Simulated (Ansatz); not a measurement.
A nudged elastic band was laid between two geometries of F2H2OSi (6 atoms, charge 0, multiplicity 1).

Computed with Ansatz, RKS B3LYP/def2-SVP.

| Item | Value |
| --- | --- |
| movable images | 5 |
| climbing image | yes |
| spring | 5.0 eV/Å² |
| optimiser | quadratic models (default) |
| start path | through a guess of the saddle point |
| force threshold | 0.05 eV/Å |
| iteration limit | 60 |
| end points | relaxed |

Image 0:

```xyz
6
Properties=species:S:1:pos:R:3
Si 0.205 -0.081 0.368
H -0.230 0.169 1.744
O 1.822 -0.325 0.360
H 2.276 -0.520 -0.469
F -0.195 1.158 -0.585
F -0.569 -1.355 -0.250
```

Image 6:

```xyz
6
Properties=species:S:1:pos:R:3
Si -0.512 0.640 0.275
H 1.212 -1.115 0.941
O 1.425 -0.166 0.880
H 1.924 -0.076 0.048
F 0.212 0.730 -1.221
F -0.952 -0.965 0.245
```

(1) Which bonds break or form, and what moves?

(2) What energy profile does the band end with?

(3) What is the geometry of the highest image?

Results:

(1) Bonds broken: Si1–H2, Si1–O3. Bonds formed: H2–O3.

(2) It converged. The highest image is number 3 of 0 to 6, 3.38 eV above the first end and 1.48 eV above the last; the last end lies 1.90 eV above the first. Neighbouring images differ by up to 2.4 eV, so the band resolves the path poorly. A vibrational analysis at the climbing image gives one clearly imaginary mode, 1469i cm⁻¹: a first-order saddle point. The orbitals stay closed-shell, which can raise the energy where a bond breaks towards radicals; this wasn't checked here.

| image | path coordinate (Å) | energy (eV) | Si1–H2 (Å) | Si1–O3 (Å) | H2–O3 (Å) |
| --- | --- | --- | --- | --- | --- |
| 0 | 0.00 | 0.00 | 1.47 | 1.64 | 2.52 |
| 1 | 0.72 | 0.06 | 1.47 | 1.64 | 2.59 |
| 2 | 1.45 | 0.95 | 1.47 | 1.65 | 2.08 |
| 3 | 2.17 | 3.38 | 1.62 | 1.85 | 1.32 |
| 4 | 3.14 | 1.99 | 2.62 | 2.17 | 0.97 |
| 5 | 4.11 | 1.95 | 2.71 | 2.18 | 0.97 |
| 6 | 5.08 | 1.90 | 2.55 | 2.18 | 0.97 |

(3) 
```xyz
6
Properties=species:S:1:pos:R:3
Si -0.213 0.054 0.294
H 0.852 -0.057 1.511
O 1.626 -0.027 0.444
H 2.009 -0.905 0.247
F -0.473 1.274 -0.744
F -0.491 -1.291 -0.585
```

Run time: 80 s on 2 threads of Arm Neoverse V2 (shared host), peak memory 0.13 GiB.
